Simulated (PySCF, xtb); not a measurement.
Si(H)(F)(Cl)(NH2) (ClFH3NSi), SMILES N[SiH](F)Cl. The values are those of a single conformer.

Harmonic wavenumbers (cm⁻¹) from GFN2-xTB run with xtb at its own minimum, in rising order: 160, 177, 238, 283, 443, 517, 658, 679, 780, 841, 945, 1498, 2351, 3495, 3534.

What does B3LYP-D3(BJ)/def2-SVP (PySCF) give at its own minimum? (The exact figures need the calculation; the answer reports its results.)

147, 249, 276, 328, 354, 543, 708, 838, 879, 897, 960, 1529, 2311, 3578, 3676. Paired by order, the mean absolute difference is 64 cm⁻¹ and the zero-point energies are 23.7 and 24.7 kcal/mol.
